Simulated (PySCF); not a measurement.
SnCl3: umbrella curve

Level of theory: PySCF, UPBE0, basis Sn def2-SVP with ECP28, Cl def2-SVP (scalar-relativistic core potentials, no spin–orbit coupling, density fitting).

Rigid scan from the doublet minimum (Sn–Cl 2.362 Å (×3); Cl–Sn–Cl 107.8° (×3)). Coordinate: angle between each bond and the threefold axis, bonds fixed. Energies in kJ/mol from the minimum.

```csv
angle of the bonds to the threefold axis (°),E (kJ/mol),dipole size (D),⟨S²⟩
55,59.9,3.91,0.75
60,22.6,3.32,0.75
65,4.1,2.69,0.75
70,0.3,2.00,0.75
75,8.6,1.31,0.75
80,26.4,0.65,0.76
85,47.8,0.16,0.76
90,59.2,0.00,0.75
```

With the bonds held, the planar shape lies 59.2 kJ/mol from the minimum.

Spin–orbit coupling, left out here, can matter for elements this heavy.
